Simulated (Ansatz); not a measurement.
## Worked example: C2H7BO → C2H6B + OH

Species: C2H7BO `CCBO`, singlet; C2H6B `[BH]CC`, doublet; OH, doublet. 

Shapes, held fixed at every level: PBE0-D4/def2-TZVP. Flexible molecules stand in one conformer, not always the lowest. Programs: Ansatz 0.2.0. The zero-point and thermal change to 298 K, harmonic and unscaled (PBE0-D4/def2-TZVP), is -23.0 kJ/mol.

At CCSD(T)/CBS estimate; 1 Eh = 2625.50 kJ/mol:

```
species  energy (Eh)
 C2H7BO  -180.340350
  C2H6B  -104.414414
     OH   -75.677713
```

Q: Work out ΔH(298 K) of the reaction at this level.

A: 
1. Products less reactants: (-104.414414) + (-75.677713) − [(-180.340350)] = 0.248223 Eh = +651.7 kJ/mol.
2. With the thermal change: +651.7 + (-23.0) = +628.7 kJ/mol.

Other levels give +464.9 (HF/def2-TZVPP) to +630.6 kJ/mol (wB97M-V/def2-TZVPP). No measured value is set beside it here. Open shells run unrestricted unless RO is named. The CBS estimate extrapolates MP2 from def2-TZVPP and def2-QZVPP and adds CCSD(T) − MP2 in the triple-zeta set, cores frozen.
